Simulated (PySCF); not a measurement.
Ge(H)2(F)(OMe) (CH5FGeO), SMILES C[O][GeH2][F].

Geometry: PBE0-D3(BJ)/def2-SVP. The values are those of a single conformer.

All values below come from TDA-PBE/def2-SVPD in PySCF.

Vertical excitations. The molecule is in vacuum.

```json
[
 {"state": "S1", "energy (eV)": "6.29", "λ (nm)": "197", "f": "0.019", "main pairs": "HOMO→LUMO 90 %"},
 {"state": "S2", "energy (eV)": "6.48", "λ (nm)": "191", "f": "0.001", "main pairs": "HOMO→LUMO+1 75 %, HOMO→LUMO+2 23 %"},
 {"state": "S3", "energy (eV)": "6.59", "λ (nm)": "188", "f": "0.012", "main pairs": "HOMO→LUMO+2 69 %, HOMO→LUMO+1 24 %"},
 {"state": "S4", "energy (eV)": "6.80", "λ (nm)": "182", "f": "0.006", "main pairs": "HOMO−1→LUMO 92 %"},
 {"state": "S5", "energy (eV)": "7.12", "λ (nm)": "174", "f": "0.009", "main pairs": "HOMO−1→LUMO+2 57 %, HOMO−1→LUMO+1 41 %"},
 {"state": "S6", "energy (eV)": "7.30", "λ (nm)": "170", "f": "0.050", "main pairs": "HOMO→LUMO+3 40 %, HOMO−1→LUMO+1 29 %, HOMO−1→LUMO+2 26 %"},
 {"state": "S7", "energy (eV)": "7.47", "λ (nm)": "166", "f": "0.051", "main pairs": "HOMO→LUMO+3 59 %, HOMO−1→LUMO+1 19 %, HOMO−1→LUMO+2 14 %"},
 {"state": "S8", "energy (eV)": "7.81", "λ (nm)": "159", "f": "0.003", "main pairs": "HOMO−2→LUMO 94 %"},
 {"state": "S9", "energy (eV)": "7.84", "λ (nm)": "158", "f": "0.024", "main pairs": "HOMO→LUMO+4 97 %"},
 {"state": "S10", "energy (eV)": "8.00", "λ (nm)": "155", "f": "0.006", "main pairs": "HOMO−1→LUMO+3 89 %"},
 {"state": "T1", "energy (eV)": "5.95", "λ (nm)": "208", "f": "0", "main pairs": "HOMO→LUMO 99 %"},
 {"state": "T2", "energy (eV)": "6.11", "λ (nm)": "203", "f": "0", "main pairs": "HOMO→LUMO+1 97 %"},
 {"state": "T3", "energy (eV)": "6.42", "λ (nm)": "193", "f": "0", "main pairs": "HOMO→LUMO+2 96 %"},
 {"state": "T4", "energy (eV)": "6.59", "λ (nm)": "188", "f": "0", "main pairs": "HOMO−1→LUMO 90 %"}
]
```
Triplets are in the Tamm–Dancoff approximation.
